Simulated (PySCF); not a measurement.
H₄F₂GeSSi (SMILES F[SiH](F)[S][GeH3]), singlet, geometry from GFN2-xTB; PBE/6-31G, polarisability by finite fields (PySCF).

The PySCF input:
```python
from pyscf import gto, scf, dft

mol = gto.M(
    atom='''
Si    1.44254009    0.55165326   -0.30403947
F     0.77778713    1.94994263    0.07867292
F     2.84812725    0.60266800    0.43241299
S     0.32585540   -1.03617002    0.54828523
Ge   -1.66639224   -0.42795447   -0.19656277
H     1.63426945    0.52932270   -1.72959511
H    -2.08235239    0.90367422    0.34917154
H    -1.65697557   -0.36068745   -1.69872864
H    -2.61286649   -1.49568758    0.25337695
''',
    basis='6-31g',
    verbose=4,
)

mf = dft.RKS(mol)
mf.xc = 'pbe'
mf.conv_tol = 1e-11
mf.kernel()
h0, z, done = mf.get_hcore(), mol.intor('int1e_r')[2], []
def energy(F):
    f = mf.copy()
    f.scf_summary = {}
    f.get_hcore = lambda *a: h0 + F * z
    e = f.kernel(mf.make_rdm1())
    done.append(f.converged)
    return e
F = 2e-4
alpha = -(energy(F) + energy(-F) - 2 * mf.e_tot) / F**2
print('alpha_zz =', alpha)
```

Output, abridged:

```
PySCF version 2.14.0

[INPUT] verbose = 4
[INPUT] num. atoms = 9
[INPUT] num. electrons = 84
[INPUT] charge = 0
[INPUT] spin (= nelec alpha-beta = 2S) = 0
[INPUT] symmetry False subgroup None
[INPUT] Mole.unit = angstrom
[INPUT] Symbol           X                Y                Z      unit          X                Y                Z       unit  Magmom
[INPUT]  1 Si     1.442540090000   0.551653260000  -0.304039470000 AA    2.726005693805   1.042473577123  -0.574551329358 Bohr   0.0
[INPUT]  2 F      0.777787130000   1.949942630000   0.078672920000 AA    1.469804658911   3.684857529314   0.148670272220 Bohr   0.0
[INPUT]  3 F      2.848127250000   0.602668000000   0.432412990000 AA    5.382180470411   1.138877464039   0.817142123804 Bohr   0.0
[INPUT]  4 S      0.325855400000  -1.036170020000   0.548285230000 AA    0.615777462211  -1.958077556285   1.036108922844 Bohr   0.0
[INPUT]  5 Ge    -1.666392240000  -0.427954470000  -0.196562770000 AA   -3.149024949700  -0.808716742083  -0.371449801586 Bohr   0.0
[INPUT]  6 H      1.634269450000   0.529322700000  -1.729595110000 AA    3.088321674244   1.000274934515  -3.268461064287 Bohr   0.0
[INPUT]  7 H     -2.082352390000   0.903674220000   0.349171540000 AA   -3.935075711933   1.707696781630   0.659838581093 Bohr   0.0
[INPUT]  8 H     -1.656975570000  -0.360687450000  -1.698728640000 AA   -3.131230022395  -0.681600497068  -3.210131889555 Bohr   0.0
[INPUT]  9 H     -2.612866490000  -1.495687580000   0.253376950000 AA   -4.937602066154  -2.826439894113   0.478813041778 Bohr   0.0

nuclear repulsion = 551.272248646695
number of shells = 43
number of NR pGTOs = 242
number of NR cGTOs = 79
basis = 6-31g
ecp = {}

******** <class 'pyscf.dft.rks.RKS'> ********
method = RKS
initial guess = minao
damping factor = 0
level_shift factor = 0
DIIS = <class 'pyscf.scf.diis.CDIIS'>
diis_start_cycle = 1
diis_space = 8
diis_damp = 0
SCF conv_tol = 1e-11
SCF conv_tol_grad = None
SCF max_cycles = 50
direct_scf = True
direct_scf_tol = 1e-13
XC library pyscf.dft.libxc version 7.1.2
    S. Lehtola, C. Steigemann, M. J. T. Oliveira, and M. A. L. Marques,  SoftwareX 7, 1–5 (2018)
XC functionals = pbe
    J. P. Perdew, K. Burke, and M. Ernzerhof,  Phys. Rev. Lett. 77, 3865 (1996)
    J. P. Perdew, K. Burke, and M. Ernzerhof,  Phys. Rev. Lett. 78, 1396 (1997)
    J. P. Perdew, K. Burke, and M. Ernzerhof,  Phys. Rev. Lett. 77, 3865 (1996)
    J. P. Perdew, K. Burke, and M. Ernzerhof,  Phys. Rev. Lett. 78, 1396 (1997)
radial grids:
    Treutler-Ahlrichs [JCP 102, 346 (1995); DOI:10.1063/1.469408] (M4) radial grids

becke partition: Becke, JCP 88, 2547 (1988); DOI:10.1063/1.454033
pruning grids: <function nwchem_prune>
grids dens level: 3
symmetrized grids: False
atomic radii adjust function: <function treutler_atomic_radii_adjust>
small_rho_cutoff = 0
Set gradient conv threshold to 3.16228e-06
Initial guess from minao.
tot grids = 126456
init E= -2965.47761234524
  HOMO = -0.292079425543351  LUMO = -0.0615281929659419  gap/eV = 6.27362
cycle= 1 E= -2965.39323545028  delta_E= 0.0844  |g|= 0.864  |ddm|= 2.91
  HOMO = -0.205568624086677  LUMO = -0.0506298002013446  gap/eV = 4.21610
cycle= 2 E= -2964.91259108372  delta_E= 0.481  |g|= 1.86  |ddm|= 2.88
  HOMO = -0.237571555010019  LUMO = -0.0519896592790072  gap/eV = 5.04994
cycle= 3 E= -2965.54353201905  delta_E= -0.631  |g|= 0.129  |ddm|= 2.01
  HOMO = -0.257269495699751  LUMO = -0.0566218096912698  gap/eV = 5.45990
cycle= 4 E= -2965.54760273623  delta_E= -0.00407  |g|= 0.0782  |ddm|= 0.328
  HOMO = -0.247624366510988  LUMO = -0.0541187599007058  gap/eV = 5.26556
cycle= 5 E= -2965.54945586876  delta_E= -0.00185  |g|= 0.0149  |ddm|= 0.134
  HOMO = -0.249468437863291  LUMO = -0.0547205508653259  gap/eV = 5.29936
cycle= 6 E= -2965.54953812363  delta_E= -8.23e-05  |g|= 0.0032  |ddm|= 0.0304
  HOMO = -0.249175524264101  LUMO = -0.0545995390561589  gap/eV = 5.29468
cycle= 7 E= -2965.54954080323  delta_E= -2.68e-06  |g|= 0.000595  |ddm|= 0.00498
  HOMO = -0.249153855152914  LUMO = -0.0545463029897904  gap/eV = 5.29554
cycle= 8 E= -2965.54954091645  delta_E= -1.13e-07  |g|= 0.000172  |ddm|= 0.00133
  HOMO = -0.249165998282288  LUMO = -0.0545597142275076  gap/eV = 5.29551
cycle= 9 E= -2965.54954092239  delta_E= -5.94e-09  |g|= 3.08e-05  |ddm|= 0.000196
  HOMO = -0.249168244217593  LUMO = -0.0545630867998597  gap/eV = 5.29548
cycle= 10 E= -2965.54954092264  delta_E= -2.47e-10  |g|= 6.96e-06  |ddm|= 5.72e-05
  HOMO = -0.249168285849333  LUMO = -0.0545626191037711  gap/eV = 5.29549
cycle= 11 E= -2965.54954092265  delta_E= -8.19e-12  |g|= 2.84e-06  |ddm|= 1.2e-05
  HOMO = -0.249168398546726  LUMO = -0.0545626551680733  gap/eV = 5.29549
Extra cycle  E= -2965.54954092263  delta_E= 1.68e-11  |g|= 6.05e-06  |ddm|= 7.42e-06
converged SCF energy = -2965.54954092263

******** <class 'pyscf.dft.rks.RKS'> ********
method = RKS
initial guess = minao
damping factor = 0
level_shift factor = 0
DIIS = <class 'pyscf.scf.diis.CDIIS'>
diis_start_cycle = 1
diis_space = 8
diis_damp = 0
SCF conv_tol = 1e-11
SCF conv_tol_grad = None
SCF max_cycles = 50
direct_scf = True
direct_scf_tol = 1e-13
XC library pyscf.dft.libxc version 7.1.2
    S. Lehtola, C. Steigemann, M. J. T. Oliveira, and M. A. L. Marques,  SoftwareX 7, 1–5 (2018)
XC functionals = pbe
    J. P. Perdew, K. Burke, and M. Ernzerhof,  Phys. Rev. Lett. 77, 3865 (1996)
    J. P. Perdew, K. Burke, and M. Ernzerhof,  Phys. Rev. Lett. 78, 1396 (1997)
    J. P. Perdew, K. Burke, and M. Ernzerhof,  Phys. Rev. Lett. 77, 3865 (1996)
    J. P. Perdew, K. Burke, and M. Ernzerhof,  Phys. Rev. Lett. 78, 1396 (1997)
radial grids:
    Treutler-Ahlrichs [JCP 102, 346 (1995); DOI:10.1063/1.469408] (M4) radial grids

becke partition: Becke, JCP 88, 2547 (1988); DOI:10.1063/1.454033
pruning grids: <function nwchem_prune>
grids dens level: 3
symmetrized grids: False
atomic radii adjust function: <function treutler_atomic_radii_adjust>
small_rho_cutoff = 0
Overwritten attributes  get_hcore  of <class 'pyscf.dft.rks.RKS'>
Set gradient conv threshold to 3.16228e-06
init E= -2965.54935490678
  HOMO = -0.249021107560711  LUMO = -0.0545839276823803  gap/eV = 5.29091
cycle= 1 E= -2965.54935521962  delta_E= -3.13e-07  |g|= 0.00123  |ddm|= 0.00735
  HOMO = -0.24934137744398  LUMO = -0.0546755678828355  gap/eV = 5.29713
cycle= 2 E= -2965.54935450223  delta_E= 7.17e-07  |g|= 0.00198  |ddm|= 0.00621
  HOMO = -0.249118210701472  LUMO = -0.0546113341654206  gap/eV = 5.29280
cycle= 3 E= -2965.5493558861  delta_E= -1.38e-06  |g|= 0.000276  |ddm|= 0.00345
  HOMO = -0.249133388664884  LUMO = -0.0546143938411872  gap/eV = 5.29313
cycle= 4 E= -2965.54935591037  delta_E= -2.43e-08  |g|= 9.96e-05  |ddm|= 0.000494
  HOMO = -0.249134963998794  LUMO = -0.054615148522005  gap/eV = 5.29315
cycle= 5 E= -2965.54935591204  delta_E= -1.67e-09  |g|= 1.31e-05  |ddm|= 9.06e-05
  HOMO = -0.249134105404822  LUMO = -0.0546154406424582  gap/eV = 5.29312
cycle= 6 E= -2965.54935591208  delta_E= -4.27e-11  |g|= 2.63e-06  |ddm|= 2.5e-05
  HOMO = -0.249134083522333  LUMO = -0.0546153303649288  gap/eV = 5.29312
cycle= 7 E= -2965.5493559121  delta_E= -1.82e-11  |g|= 8.51e-07  |ddm|= 2.9e-06
  HOMO = -0.249133997371326  LUMO = -0.0546152897821037  gap/eV = 5.29312
cycle= 8 E= -2965.5493559121  delta_E= -4.55e-13  |g|= 3.42e-07  |ddm|= 1.25e-06
  HOMO = -0.249134070136176  LUMO = -0.0546153158831562  gap/eV = 5.29312
Extra cycle  E= -2965.5493559121  delta_E= 2.27e-12  |g|= 6.56e-07  |ddm|= 1.12e-06
converged SCF energy = -2965.5493559121

******** <class 'pyscf.dft.rks.RKS'> ********
method = RKS
initial guess = minao
damping factor = 0
level_shift factor = 0
DIIS = <class 'pyscf.scf.diis.CDIIS'>
diis_start_cycle = 1
diis_space = 8
diis_damp = 0
SCF conv_tol = 1e-11
SCF conv_tol_grad = None
SCF max_cycles = 50
direct_scf = True
direct_scf_tol = 1e-13
XC library pyscf.dft.libxc version 7.1.2
    S. Lehtola, C. Steigemann, M. J. T. Oliveira, and M. A. L. Marques,  SoftwareX 7, 1–5 (2018)
XC functionals = pbe
    J. P. Perdew, K. Burke, and M. Ernzerhof,  Phys. Rev. Lett. 77, 3865 (1996)
    J. P. Perdew, K. Burke, and M. Ernzerhof,  Phys. Rev. Lett. 78, 1396 (1997)
    J. P. Perdew, K. Burke, and M. Ernzerhof,  Phys. Rev. Lett. 77, 3865 (1996)
    J. P. Perdew, K. Burke, and M. Ernzerhof,  Phys. Rev. Lett. 78, 1396 (1997)
radial grids:
    Treutler-Ahlrichs [JCP 102, 346 (1995); DOI:10.1063/1.469408] (M4) radial grids

becke partition: Becke, JCP 88, 2547 (1988); DOI:10.1063/1.454033
pruning grids: <function nwchem_prune>
grids dens level: 3
symmetrized grids: False
atomic radii adjust function: <function treutler_atomic_radii_adjust>
small_rho_cutoff = 0
Set gradient conv threshold to 3.16228e-06
init E= -2965.54972693851
  HOMO = -0.249314863490245  LUMO = -0.0545417208677694  gap/eV = 5.30005
cycle= 1 E= -2965.54972725626  delta_E= -3.18e-07  |g|= 0.00123  |ddm|= 0.00734
  HOMO = -0.248996988170336  LUMO = -0.0544504871910894  gap/eV = 5.29388
cycle= 2 E= -2965.5497265575  delta_E= 6.99e-07  |g|= 0.00195  |ddm|= 0.00617
  HOMO = -0.24921908097365  LUMO = -0.0545144541322689  gap/eV = 5.29818
cycle= 3 E= -2965.5497279177  delta_E= -1.36e-06  |g|= 0.000271  |ddm|= 0.00342
  HOMO = -0.249203009385818  LUMO = -0.0545111906797318  gap/eV = 5.29783
cycle= 4 E= -2965.54972794143  delta_E= -2.37e-08  |g|= 9.65e-05  |ddm|= 0.00049
  HOMO = -0.249201858139951  LUMO = -0.0545105346015577  gap/eV = 5.29782
cycle= 5 E= -2965.54972794298  delta_E= -1.55e-09  |g|= 1.32e-05  |ddm|= 8.79e-05
  HOMO = -0.249202680451519  LUMO = -0.0545102361110446  gap/eV = 5.29785
cycle= 6 E= -2965.54972794304  delta_E= -6.14e-11  |g|= 2.62e-06  |ddm|= 2.47e-05
  HOMO = -0.249202707276649  LUMO = -0.0545103480659663  gap/eV = 5.29785
cycle= 7 E= -2965.54972794304  delta_E= 5e-12  |g|= 8.39e-07  |ddm|= 2.87e-06
  HOMO = -0.249202840564373  LUMO = -0.0545103999934846  gap/eV = 5.29785
Extra cycle  E= -2965.54972794305  delta_E= -9.09e-12  |g|= 1.55e-06  |ddm|= 2.45e-06
converged SCF energy = -2965.54972794305
alpha_zz = 50.2471266372595
```
